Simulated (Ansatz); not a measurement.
Job for Ansatz (a quantum-chemistry and plane-wave program): U-CCSD(T)/cc-pVDZ on FGaH2 (SMILES [F][GaH2]), a point of a bond scan (R = 2.124 Å). The run froze 15 orbitals, filled d shells among them.

Ansatz 0.2 input:
```yaml
crystal:
  periodic: [false, false, false]
  atoms:
    - {symbol: Ga, position_ang: [-0.15314797, -0.29827289, 0.09911006]}
    - {symbol: H, position_ang: [0.62376958, -1.05783376, 1.21321406]}
    - {symbol: H, position_ang: [-1.47626948, -0.60250567, -0.66151679]}
    - {symbol: F, position_ang: [0.77730784, 1.51389444, -0.50303656]}
basis:
  gaussian:
    orbitals: cc-pVDZ
correlation: {method: ccsd_t, electrons: outside_noble_gas}
scf: {omitted_lower_state_checks: [cluster_reference]}
magnetization: {spin_polarized: true, initial_magnetization: 0}
```

Problem. Give the final energy of this run.

Solution. -2024.0935 hartree (reference determinant -2023.8082, T1 diagnostic 0.022).
